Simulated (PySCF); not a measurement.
Start geometry of `[SiH2](C)C(=C)B` from a GFN2-xTB structure with every atom displaced at random (by about 0.01 Å) (Å):
```
atom  x, y, z in Å
B1     0.8732    1.5144    0.7299
C2     1.0339    0.2009    0.0029
C3     1.9929   -0.2258   -0.7991
Si4   -0.3926   -0.9646    0.3641
C5    -2.0407   -0.2210   -0.3099
H6     0.2347    2.4072    0.2216
H7     1.2637    1.6746    1.8178
H8     2.0344   -1.2029   -1.2388
H9     2.8591    0.4041   -1.0196
H10   -0.5589   -1.1985    1.8253
H11   -0.1511   -2.2450   -0.2962
H12   -2.8527   -0.9221   -0.2292
H13   -2.3496    0.6795    0.2564
H14   -1.9534    0.0841   -1.3330
```

Problem. What comes out of this run: PBE0-D3(BJ)/def2-SVP geometry optimisation, gas phase (PySCF)?

Solution. 
```
atom  x, y, z in Å
B1     1.0936    1.4655    0.7306
C2     0.9500    0.0847    0.0445
C3     1.9630   -0.3248   -0.7525
Si4   -0.5801   -0.9807    0.3015
C5    -2.1264   -0.0770   -0.2690
H6     0.2341    1.9104    1.4604
H7     2.0900    2.1290    0.5385
H8     1.9588   -1.2892   -1.2786
H9     2.8505    0.3024   -0.9106
H10   -0.7117   -1.3178    1.7552
H11   -0.4125   -2.2611   -0.4612
H12   -3.0241   -0.6950   -0.1136
H13   -2.2543    0.8601    0.2949
H14   -2.0613    0.1724   -1.3392
```

The energy falls by 7.1 kcal/mol over 26 energy and gradient evaluations, the largest force component goes from 0.0263 to 3.8e-04 Eh/bohr, and the atoms move by 0.551 Å rms after alignment. The bond that changes most is Si4–C5 (SiH2 silicon to Si-methyl carbon), which shortens by 0.050 Å. Bonds longer at the end by more than 0.005 Å: 8 of 13; shorter: 2. Among the angles that change most is B1–C2–C3, from 130.6° to 117.5°. Among the dihedrals that turn most is H7–B1–C2–Si4, from 87° to 180°. Rotational constants go from 5803, 2660, 2216 to 6116, 2517, 2085 MHz. The orientation of the end geometry is arbitrary; only internal coordinates are fixed.

The run used 119 basis functions and 179 SCF cycles in all. Hardware: an Arm Neoverse V1 with one thread, shared host with 32 logical CPUs at a one-minute load of 29. Cost: 2.3 min wall, 0.50 GiB resident at most.

Stationary, but not proved a minimum. One conformer, not necessarily the lowest.
